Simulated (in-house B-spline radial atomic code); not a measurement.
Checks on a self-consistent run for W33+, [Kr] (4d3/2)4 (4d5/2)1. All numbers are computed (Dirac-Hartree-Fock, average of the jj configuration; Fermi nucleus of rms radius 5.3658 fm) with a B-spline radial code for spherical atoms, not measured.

```
orbital  q       ε (Eh)    <1/r>         <r²>  small-component weight
  1s1/2  2  -2619.21620  87.0349  0.000463042                0.077873
  2s1/2  2   -496.97721  21.1971   0.00705364                0.017671
  2p1/2  2   -476.46794  21.1146   0.00505533                0.017689
  2p3/2  4   -426.52122  17.7618   0.00624758                0.015986
  3s1/2  2   -152.97942  7.86065    0.0451861               0.0059321
  3p1/2  2   -143.94748  7.76044    0.0415142               0.0058551
  3p3/2  4   -132.77381   6.9065    0.0475977               0.0053952
  3d3/2  4   -117.95169  6.77458    0.0367885               0.0052366
  3d5/2  6   -115.35169  6.55793     0.038643               0.0050844
  4s1/2  2    -65.05145   3.5876     0.192975               0.0023108
  4p1/2  2    -61.31665  3.51006      0.19313                0.002249
  4p3/2  4    -57.57487  3.22733     0.214255               0.0021013
  4d3/2  4    -51.58169  3.09872     0.209442               0.0019714
  4d5/2  1    -50.83793  3.03908      0.21568               0.0019415
```

Electron-electron repulsion V_ee = 3646.4921 hartree.

What total energy follows from the eigenvalues?

The eigenvalues count the repulsion twice, so E = Σqε - V_ee = -11920.474 - 3646.492 = -15566.966 hartree; the run printed -15566.966.

Does the Dirac virial theorem hold?

For a point nucleus E = -2c²Σq·w, with w the small-component weight. Here Σq·w = 0.41437 and c = 137.0360, so the ratio E/(-2c²Σq·w) is 1.000273; the finite nucleus accounts for the departure from 1.

What diamagnetic shielding (Lamb formula) and susceptibility (Langevin formula) do the radii give?

σ = (α²/3)Σq<1/r> = 497.593/(3·137.036²) = 8832.5 ppm, and χ = -0.79199×10⁻⁶·Σq<r²> = -2.753×10⁻⁶ cm³/mol with Σq<r²> = 3.4756 bohr². Both are non-relativistic formulas without the paramagnetism of open shells; for so heavy an element the full relativistic shielding is larger by tens of per cent.
